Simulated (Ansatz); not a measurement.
Ansatz (a program for electronic structure) input (CCSD(T)/def2-SVPD):

Ansatz 0.2 input:
```yaml
crystal:
  periodic: [false, false, false]
  atoms:
    - {symbol: Sc, position_ang: [0.27481377, -0.10347922, 0.27052579]}
    - {symbol: O, position_ang: [0.94161406, 0.30633831, -1.41932257]}
    - {symbol: H, position_ang: [0.99024011, 0.56062880, -2.33921172]}
    - {symbol: O, position_ang: [-1.48255231, -0.10265176, 0.88682468]}
    - {symbol: H, position_ang: [-2.43382323, -0.01705759, 0.91815310]}
basis:
  gaussian:
    orbitals: def2-SVPD
magnetization: {spin_polarized: true, initial_magnetization: 1}
correlation: {method: ccsd_t, electrons: outside_noble_gas}
output: {forces: true}
```

Output:

```
Functional definition: HF
integrals: 0.19 GiB planned
970 factors; integrals over basis functions are off by at most 1.0e-3 eV
mean field: 0.40 GiB planned
mean field evaluation 1: about -24770.0209 eV, gradient 4.3e1 eV
mean field evaluation 2: about -24770.0562 eV, gradient 4.3e1 eV
mean field evaluation 4: about -24777.6288 eV, gradient 2.3e0 eV
mean field evaluation 8: about -24777.7860 eV, gradient 2.2e-1 eV
mean field evaluation 16: about -24762.5870 eV, gradient 7.4e1 eV
mean field evaluation 32: about -24777.7862 eV, gradient 2.2e-1 eV
mean field evaluation 64: about -24777.7898 eV, gradient 1.4e-1 eV
mean field evaluation 96: about -24777.0092 eV, gradient 5.0e-1 eV
mean field evaluation 128: about -24775.0745 eV, gradient 3.6e0 eV
mean field evaluation 160: about -24777.0185 eV, gradient 1.3e-1 eV
mean field evaluation 192: about -24775.4430 eV, gradient 9.2e-2 eV
mean field evaluation 224: about -24771.0767 eV, gradient 3.6e-2 eV
mean field evaluation 256: about -24770.9602 eV, gradient 3.1e-3 eV
mean field evaluation 288: about -24770.8337 eV, gradient 2.1e-1 eV
mean field evaluation 320: about -24771.3375 eV, gradient 1.2e-2 eV
mean field evaluation 352: about -24770.9526 eV, gradient 1.8e-3 eV
mean field evaluation 384: about -24770.7991 eV, gradient 2.2e0 eV
mean field evaluation 416: about -24771.1804 eV, gradient 8.6e-2 eV
mean field evaluation 448: about -24772.4403 eV, gradient 1.4e1 eV
mean field evaluation 480: about -24775.1192 eV, gradient 3.4e0 eV
mean field evaluation 512: about -24773.3767 eV, gradient 2.9e0 eV
mean field -24777.78998489 eV, -910.5669869554 hartree, gradient 8.3e-6 eV, S^2 0.751673; 10 other end points of the search recorded, 0 dependent functions left out
determinant -24777.78998489 eV, -910.5669869554 hartree, with singles and doubles -24790.45595639 eV, -911.0324528227 hartree
determinant -24777.01917091 eV, -910.5386600642 hartree, with singles and doubles -24789.54684834 eV, -910.9990437180 hartree
determinant -24777.01074452 eV, -910.5383503999 hartree, with singles and doubles -24789.54142357 eV, -910.9988443617 hartree
determinant -24775.44345891 eV, -910.4807537161 hartree, with singles and doubles -24788.08710974 eV, -910.9453993139 hartree
determinant -24774.45001315 eV, -910.4442452579 hartree, with singles and doubles -24787.25035357 eV, -910.9146490919 hartree
11 core orbitals not correlated
reference -24777.78998489 eV, -910.5669869554 hartree; 9, 8 occupied and 76, 77 virtual orbitals, 970 factors
densities: 0.93 GiB planned
second order -12.54168104 eV of doubles, -0.00000000 eV of singles
coupled cluster: 0.62 GiB planned
cycle   1  -12.65148782 eV  change   -2.4e-1 eV  update   2.5e-2
cycle   2  -12.67956818 eV  change   -2.8e-2 eV  update   9.1e-3
cycle   3  -12.67833254 eV  change    1.2e-3 eV  update   5.9e-3
cycle   4  -12.68305062 eV  change   -4.7e-3 eV  update   3.2e-3
cycle   5  -12.68296654 eV  change    8.4e-5 eV  update   2.3e-3
cycle   6  -12.68366908 eV  change   -7.0e-4 eV  update   1.7e-3
cycle   7  -12.68365451 eV  change    1.5e-5 eV  update   1.0e-3
cycle   8  -12.68378288 eV  change   -1.3e-4 eV  update   4.4e-4
cycle   9  -12.68375365 eV  change    2.9e-5 eV  update   1.5e-4
cycle  10  -12.68378347 eV  change   -3.0e-5 eV  update   5.3e-5
cycle  11  -12.68378583 eV  change   -2.4e-6 eV  update   2.0e-5
cycle  12  -12.68378413 eV  change    1.7e-6 eV  update   8.0e-6
cycle  13  -12.68378826 eV  change   -4.1e-6 eV  update   3.5e-6
cycle  14  -12.68378761 eV  change    6.4e-7 eV  update   1.7e-6
cycle  15  -12.68378841 eV  change   -8.0e-7 eV  update   7.3e-7
cycle  16  -12.68378833 eV  change    8.9e-8 eV  update   4.1e-7
perturbative correction -0.43080174 eV, -0.0158316719 hartree
the calculation of the forces begins
Total energy: -24790.90457496 eV, -911.0489392509 hartree
Atom 0 at     0.274814    -0.103479     0.270526 Å, force     0.370859    -0.139644     0.365073 eV/Å
Atom 1 at     0.941614     0.306338    -1.419323 Å, force     0.151765     0.119524    -0.477799 eV/Å
Atom 2 at     0.990240     0.560629    -2.339212 Å, force     0.076577     0.020107    -0.098364 eV/Å
Atom 3 at    -1.482552    -0.102652     0.886825 Å, force    -0.496261     0.010193     0.138678 eV/Å
Atom 4 at    -2.433823    -0.017058     0.918153 Å, force    -0.102939    -0.010180     0.072413 eV/Å
Dipole moment:    -0.168936     0.063612    -0.166300 e Å
```

The spin state was set by rule; other spins were not relaxed.
